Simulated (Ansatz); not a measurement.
Computed with Ansatz on PBE0-D4/def2-TZVP structures; ΔE is electronic, products minus reactants. CBS: MP2 limit from def2 TZ/QZ plus the TZ coupled-cluster correction, frozen cores. This one scheme is used for every species. DFT in def2-TZVPP. For Ge outer-core shells are correlated without core-valence functions, which leaves a few kJ/mol of doubt a bond. Scalar relativity is left out up to krypton.

Consider the silylene loss: `[CH3][Ge]([F])([SiH3])[Cl]` → `[CH3][GeH]([F])[Cl]` + `[SiH2]`.

`[CH3][Ge]([F])([SiH3])[Cl]`:

Z-matrix (Å, degrees):
```
C
Ge 1 1.935
H 1 1.091 2 109.8
H 1 1.090 2 108.6 3 119.7
H 1 1.090 2 110.1 3 -120.6
F 2 1.745 1 106.0 3 -63.8
Si 2 2.387 1 121.8 3 58.7
Cl 2 2.159 1 108.0 3 -175.8
H 7 1.482 2 108.5 1 -178.8
H 7 1.485 2 109.2 1 -58.2
H 7 1.485 2 108.2 1 61.2
```

`[CH3][GeH]([F])[Cl]`:

Cartesian coordinates in Å:
```
C -0.330 0.366 0.959
Ge 0.378 -0.187 -0.746
F -0.582 0.565 -1.980
Cl 0.099 -2.296 -1.001
H 0.218 -0.123 1.765
H -0.239 1.448 1.062
H -1.381 0.083 1.015
H 1.837 0.144 -1.074
```

`[SiH2]`:

Cartesian coordinates in Å:
```
Si 0.362 0.083 -0.607
H 0.434 0.725 0.775
H -0.796 -0.807 -0.168
```

```csv
level,ΔE (kcal/mol)
PBE0-D4,64.8
r2SCAN,65.5
HF/def2-SVP,52.6
MP2/CBS(def2),64.7
```

**Question.** What does CCSD(T)/CBS give? (Best estimate.)

**Answer.** Computed: +60.7 kcal/mol. The listed levels differ from it by 4.1, 4.8, -8.1, 4.0 kcal/mol.

Largest T1 diagnostic among the species: 0.014.

Leaving LDA and LC-ωPBE aside and taking each functional with its dispersion term where it has one, the values, not all of them listed here, spread over 7.2 kcal/mol, from B97M-V to r2SCAN-D4. LDA lies +7.1 kcal/mol from PBE without D4. In def2-TZVPP, CCSD(T) changes the Hartree–Fock value by +4.9 kcal/mol (the triples alone add +1.3 kcal/mol) and MP2 by +8.9 kcal/mol.
